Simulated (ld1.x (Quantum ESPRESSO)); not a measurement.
## Reading a pseudo-wave (Be)

Columns: radius, all-electron u(r) and pseudo u(r) of the 2s shell (level -5.61 eV) of beryllium in the configuration [He] 2s2 2p0; PBE, non-relativistic, TM scheme, ld1.x (Quantum ESPRESSO) 7.5.

```tsv
r (bohr)	all-electron	pseudo
0.210	0.2529	-0.0530
0.420	0.1526	-0.1127
0.630	-0.0327	-0.1856
0.840	-0.2141	-0.2757
1.050	-0.3635	-0.3787
1.260	-0.4776	-0.4791
1.470	-0.5582	-0.5582
1.680	-0.6082	-0.6082
1.890	-0.6327	-0.6327
2.100	-0.6368	-0.6368
2.310	-0.6254	-0.6254
2.520	-0.6027	-0.6027
2.730	-0.5723	-0.5723
2.940	-0.5369	-0.5369
3.150	-0.4989	-0.4989
3.360	-0.4600	-0.4600
3.570	-0.4214	-0.4214
3.780	-0.3841	-0.3841
3.990	-0.3485	-0.3485
4.200	-0.3151	-0.3151
4.410	-0.2841	-0.2841
4.620	-0.2554	-0.2554
4.830	-0.2291	-0.2291
5.040	-0.2051	-0.2051
5.250	-0.1833	-0.1833
5.460	-0.1635	-0.1635
```

(1) How many radial nodes do the two functions have?

(2) At about which radius was the pseudo-wave matched?

(3) Is the pseudo-wave norm-conserving?

Answers

(1) The all-electron 2s function has n − l − 1 = 1; the pseudo-wave has 0, since the states of the same l below it are removed with the core.

(2) 1.70 bohr. The columns agree to 0.0005 from 1.47 bohr on; several derivatives are matched, so the curves merge somewhat inside the radius.

(3) Yes: the TM scheme keeps the norm inside the radius equal to the all-electron one, which fixes the energy derivative of the logarithmic derivative at the level.
